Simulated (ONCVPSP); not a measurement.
**What the settings do to the ONCV potential of C (Z = 6)**

Base potential:

```
Element                 : C (Z = 6)
Generator               : ONCVPSP 4.0.1
Type                    : optimised norm-conserving Vanderbilt (ONCV)
Functional              : PBE
Relativity              : non-relativistic
Frozen core             : [He]
Valence charge          : 4
Reference configuration : 2s2 2p2
Partial waves           : 2s: rc 0.95 bohr, ncon 4, nbas 8, qcut 8.2 1/bohr, local; 2p: rc 1.85 bohr, ncon 4, nbas 8, qcut 7.3 1/bohr, 3 projectors, debl 0.3 Ha
Local potential         : the s channel
Core correction         : Teter function, fcfact 4.75, rcfact 1.35
```

All-electron outer shells of the reference configuration (PBE, non-relativistic, ld1.x):

```
shell  level (eV)  outermost node (bohr)  outermost maximum (bohr)
   1s     -273.26                      –                      0.17
   2s      -13.74                   0.38                      1.22
   2p       -5.29                      –                      1.20
```

Cutoffs, loose and tight: the cutoffs (Ha) at which the residual kinetic energy of the hardest occupied pseudo-wave falls to 1 and 0.1 mHa per electron. They do not see the model core or the augmentation charge, which bear on the density cutoff. Test errors are all-electron minus pseudo excitation energies from the reference, over the configurations 2s2 2p1; 2s2 2p0; 2s1 2p0; 2s2 2p1.5. A dash means not determined; rows that change the core or the reference have their own tests.

```csv
change,outcome,"cutoff, loose","cutoff, tight",bound ghosts,GHOST(+) flags above zero,largest test error (meV)
base,generated,21 Ha,27 Ha,none,none,+520
p: rc 1.5,generated,21 Ha,27 Ha,none,p,+378
p: rc 1.68,generated,21 Ha,27 Ha,none,none,+446
p: rc 1.8,generated,21 Ha,27 Ha,none,none,+495
p: rc 1.96,generated,21 Ha,27 Ha,none,none,+580
p: rc 2.36,generated,21 Ha,27 Ha,none,none,+822
p: rc 2.48,generated,21 Ha,27 Ha,none,none,+909
p: rc 2.74,generated,21 Ha,27 Ha,none,none,+1222
```

(1) What comes out with this change to the base: p: rc 1.28?

(2) What comes out with this change to the base: p: rc 2.14?

Results:

(1) outcome: generated; cutoff, loose: 23 Ha; cutoff, tight: 49 Ha; bound ghosts: none; GHOST(+) flags above zero: p; largest test error (meV): +310.

(2) outcome: generated; cutoff, loose: 21 Ha; cutoff, tight: 27 Ha; bound ghosts: none; GHOST(+) flags above zero: none; largest test error (meV): +678.

Reading the sweep of the p radius (base included, trends over the rows without a ghost): The loose cutoff stays near 21 Ha. The median size of the test errors (rows with all tests solved) rises from 87.5 meV at 1.28 to 331.6 meV at 2.74 bohr, with one reversal. More of the atom is replaced by a form fitted at one configuration, so other configurations suffer as the radius grows.
